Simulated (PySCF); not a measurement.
**Xe²⁺: ionisation energy**

Xe²⁺ [Kr] 4d10 5s2 5p4 (3P) → Xe³⁺ [Kr] 4d10 5s2 5p3 (4S), as a difference of total energies. All numbers are calculated (PySCF 2.14, a scalar-relativistic core potential, in def2-TZVPPD with the def2 core potential (28 electrons) (7s6p4d2f, 59 functions)). Correlated levels: valence and next inner shell: nothing frozen outside the core potential. The calculations carry no spin-orbit coupling.

```
                                method  ionisation energy (eV)
                                   UHF                  29.382
    MP2 (valence and next inner shell)                  30.147
SCS-MP2 (valence and next inner shell)                  30.164
   CCSD (valence and next inner shell)                  30.232
CCSD(T) (valence and next inner shell)                  30.260
```

Task: How much does correlation contribute at CCSD(T) (valence and next inner shell)?

Result: 30.260 − (29.382) = 0.878 eV, measured against UHF.

The reference lies between the lowest fine-structure levels, while these numbers refer to the centres of the terms.

Errors of the correlated levels include the incompleteness of this basis.

For comparison: 31.05 ± 0.04 eV (semi-empirical (NIST evaluation); NIST Atomic Spectra Database, ionization energies).
